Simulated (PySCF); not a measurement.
Mo(OMe)(H)5 (CH8MoO), SMILES C[O][MoH5], multiplicity 1.

The structure is a stationary point at PBE0-D3(BJ)/def2-SVP. The spin state was assumed, not searched. The structure was generated by enumeration; whether it is a known compound was not checked. The def2 effective core potentials stand for the cores of Mo; spin–orbit coupling is left out.

Two levels are set side by side: TDDFT-PBE/def2-SVPD (PySCF) and TDDFT-CAM-B3LYP/def2-SVPD (PySCF). Vertical, same geometry. The lowest singlet is HOMO→LUMO 99 % with PBE and HOMO→LUMO 78 % with the other functional; states are paired by order. Differences are taken from unrounded values.

```json
[
 {"quantity": "lowest singlet excitation (eV)", "TDDFT-CAM-B3LYP": "3.40"},
 {"quantity": "lowest triplet excitation (TDA) (eV)", "TDDFT-CAM-B3LYP": "2.89"},
 {"quantity": "first bright state (f over 0.05) (eV)", "TDDFT-CAM-B3LYP": "4.85"},
 {"quantity": "its oscillator strength", "TDDFT-CAM-B3LYP": "0.09"}
]
```

### Question
What does TDDFT-PBE give, and how far is it from TDDFT-CAM-B3LYP? (The exact figures need the calculation; the answer reports its results.)

### Answer

```csv
quantity,TDDFT-PBE,TDDFT-PBE minus TDDFT-CAM-B3LYP
lowest singlet excitation (eV),3.32,-0.08
lowest triplet excitation (TDA) (eV),2.84,-0.06
first bright state (f over 0.05) (eV),4.67,-0.17
its oscillator strength,0.06,-0.03
```

Rough cost on one machine, each run with all the roots and properties that it gave: TDDFT-CAM-B3LYP against TDDFT-PBE about 5 times.
